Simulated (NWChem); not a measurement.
SeO2, triplet; SMILES of the neutral closed-shell parent O=[Se]=O

```xyz
3

O      1.2233     0.0000    -0.7064
Se     0.0000     0.0000     0.5031
O     -1.2233     0.0000    -0.7064
```
Atoms are numbered in this order, from 1.

All runs: NWChem. Spin-unrestricted. In the optimisation the excess spin sits in b1 and b2 (C2v, its own frame). Geometry: optimised at PBE-D3(BJ)/def2-SVP, spin-unrestricted. The spin multiplicity was typed, not searched, and may not be the lowest. No stability test was run on the SCF state. Vzz is the largest principal value of the second derivative of the potential at the nucleus (NWChem prints the opposite sign); η is the asymmetry. Non-relativistic.

Q: Predict the results for B3LYP/def2-TZVP. Quantities: Vzz O3 (a.u.); η O3; Vzz Se2 (a.u.); η Se2.

A: 
| Quantity | Value |
|---|---|
| Vzz O3 (a.u.) | 1.501 |
| η O3 | 0.97 |
| Vzz Se2 (a.u.) | 3.487 |
| η Se2 | 0.92 |
